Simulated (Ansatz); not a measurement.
Species: H$_{2}$ClGaO$_{2}$, SMILES `[OH][Ga]([OH])[Cl]` (H–O–Ga–Cl torsion 0°, Cl–Ga–O–H torsion 180°) with one electron removed (charge 1, multiplicity 2), formula H2ClGaO2.

How many basis functions does frozen-core CCSD(T)/cc-pVTZ // r2SCAN-D4/def2-TZVP (Ansatz, a program for electronic structure) use, how many core orbitals are frozen, and how many electrons are correlated?

165 basis functions and 16 frozen orbitals, which leaves 33 correlated electrons (filled d shells below the valence shell are correlated). Core time is of the order of minutes.
